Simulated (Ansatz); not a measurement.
Consider the substitution at a C–C bond: `CC(C)Cl` + `C[O][Sn]([OH])([F])[F]` → `C[O][Sn]([F])([F])[O]C` + `CCCl`.

Computed with Ansatz on PBE0-D4/def2-TZVP structures; ΔE is electronic, products minus reactants. CBS: MP2 limit from def2 TZ/QZ plus the TZ coupled-cluster correction, frozen cores. Functionals use def2-TZVPP. Elements past krypton have def2 core potentials. For Sn outer-core shells are correlated without core-valence functions, which leaves a few kJ/mol of doubt a bond. One conformer a species, not always the lowest.

| level | ΔE (eV) |
| --- | --- |
| ωB97M-V | 0.75 |
| r2SCAN0 | 0.76 |
| BHLYP | 0.68 |
| MP2/def2-SVP | 0.76 |

(1) What does CCSD(T)/CBS give? (An estimate is asked.)

Largest T1 diagnostic among the species: 0.015.

## Answers

(1) Computed: +0.77 eV. The listed levels differ from it by -0.02, -0.01, -0.09, -0.01 eV.

Leaving LDA and LC-ωPBE aside and taking each functional with its dispersion term where it has one, the values, not all of them listed here, spread over 0.14 eV, from BLYP-D4 to PBE-QIDH. LDA lies +0.10 eV from PBE without D4. In def2-TZVPP, CCSD(T) changes the Hartree–Fock value by +0.13 eV (the triples alone add +0.01 eV) and MP2 by +0.20 eV. From BLYP to BHLYP (50 % exact exchange), in def2-TZVPP and without D4, ΔE moves by +0.07 eV.
